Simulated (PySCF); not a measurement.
C₃H₆O₃, SMILES COC(OC)=O (connectivity only; charge and spin as stated), charge +1, multiplicity 2. Atoms are numbered in the order given.

```xyz
12

C      2.4384     0.0000    -0.0351
O      1.0930     0.0000    -0.6486
C      0.0000     0.0000     0.0059
O      0.0000     0.0000     1.2863
O     -1.0930     0.0000    -0.6486
C     -2.4384     0.0000    -0.0351
H      2.5530     0.9114     0.5651
H      3.1155     0.0000    -0.8940
H      2.5530    -0.9114     0.5651
H     -3.1155     0.0000    -0.8940
H     -2.5530    -0.9114     0.5651
H     -2.5530     0.9114     0.5651
```
Charge +1, spin multiplicity 2.

Geometry optimised at B3LYP-D3(BJ)/def2-SVP. The spin state was assumed, not searched.

These are PBE/def2-TZVP (PySCF) values and carry that method's errors.

ESP charges are fitted to the potential on shells at 1.4 to 2.0 van der Waals radii. Atomic charges (e):

| atom | Mulliken | ESP fit | Löwdin | meta-Löwdin | Mulliken spin |
|---|---|---|---|---|---|
| C1 | -0.23 | -0.26 | -0.21 | -0.14 | 0.01 |
| O2 | -0.05 | -0.16 | 0.41 | -0.17 | 0.13 |
| C3 | 0.43 | 0.74 | -0.62 | 0.67 | -0.06 |
| O4 | -0.03 | -0.14 | 0.36 | -0.10 | 0.78 |
| O5 | -0.05 | -0.16 | 0.41 | -0.17 | 0.13 |
| C6 | -0.23 | -0.26 | -0.21 | -0.14 | 0.01 |
| H7 | 0.19 | 0.19 | 0.14 | 0.17 | 0.00 |
| H8 | 0.20 | 0.23 | 0.15 | 0.19 | 0.00 |
| H9 | 0.19 | 0.19 | 0.14 | 0.17 | 0.00 |
| H10 | 0.20 | 0.23 | 0.15 | 0.19 | 0.00 |
| H11 | 0.19 | 0.19 | 0.14 | 0.17 | 0.00 |
| H12 | 0.19 | 0.19 | 0.14 | 0.17 | 0.00 |

Problem. Give the Mayer and Wiberg (Löwdin basis) orders of the bonds. (The exact figures need the calculation; the answer reports its results.)

Solution. 
```csv
bond,Mayer,Wiberg
C1–O2,0.81,1.24
O2–C3,1.42,1.93
C3–O4,1.46,2.13
C3–O5,1.42,1.93
O5–C6,0.81,1.24
C1–H7,0.95,0.93
C1–H8,0.94,0.92
C1–H9,0.95,0.93
C6–H10,0.94,0.92
C6–H11,0.95,0.93
C6–H12,0.95,0.93
```
